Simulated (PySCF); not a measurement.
**Nuclear quadrupole coupling in `C=CP(C=C)CSC`**

Species: C6H11PS.
Z-matrix (Å and degrees, GFN2-xTB geometry), rows numbered from 1:
```
C 
C   1  1.3235
P   2  1.8195  1  124.68
C   3  1.8268  2   98.93  1    35.64
C   4  1.3223  3  122.40  2  -132.13
C   3  1.8703  2   96.65  1   132.45
S   6  1.8225  3  110.20  2    70.35
C   7  1.8153  6   98.38  3   165.89
H   1  1.0786  2  121.95  3   176.55
H   1  1.0787  2  121.75  3    -3.54
H   2  1.0838  1  121.20  3  -174.37
H   4  1.0856  3  116.42  2    47.47
H   5  1.0792  4  122.37  3   179.98
H   5  1.0778  4  121.30  3     0.08
H   6  1.0939  3  111.56  2   -50.83
H   6  1.0924  3  108.20  2  -171.98
H   8  1.0868  7  109.61  6   -63.24
H   8  1.0847  7  106.79  6   177.63
H   8  1.0867  7  109.58  6    58.42
```

Field gradients from the PBE0/pcSseg-1 density (PySCF, non-relativistic), principal values in atomic units, ordered |Vxx| ≤ |Vyy| ≤ |Vzz|:

| atom | Vxx | Vyy | Vzz |
| --- | --- | --- | --- |
| S7 | 0.6587 | 2.5637 | -3.2225 |

**Question.** Find the asymmetry η = (Vxx − Vyy)/Vzz and the couplings χ = eQV/h (234.96 MHz × Q in barn × V in au), with Q(33S) = −0.0678 b.

**Answer.** 
```json
{"atom": "S7", "environment": "sulfide sulfur", "nucleus": "33S", "η": "0.59", "χzz (MHz)": "51.34", "χxx (MHz)": "-10.49", "χyy (MHz)": "-40.84"}
```

**Question.** What is Vzz at S7 in SI units (1 au = 9.71736 × 10²¹ V/m²)?

**Answer.** -3.2225 au = -31.314 × 10²¹ V/m².

Were the hydrogens deuterons (Q(2H) = 0.00286 b), χzz would run from 202 kHz (H15) to 225 kHz (H9).

Geometry: GFN2-xTB, one conformer, isolated molecule. GFN2-xTB bond lengths can be off by several hundredths of an ångström, more for odd bonds, and the gradients follow them. A larger basis could move these couplings by a tenth or more.

The run behind these numbers computed NMR shieldings as well. Time: 28 s of wall time; peak memory 0.93 GiB. Hardware: an Arm Neoverse V2 with one thread, shared host.
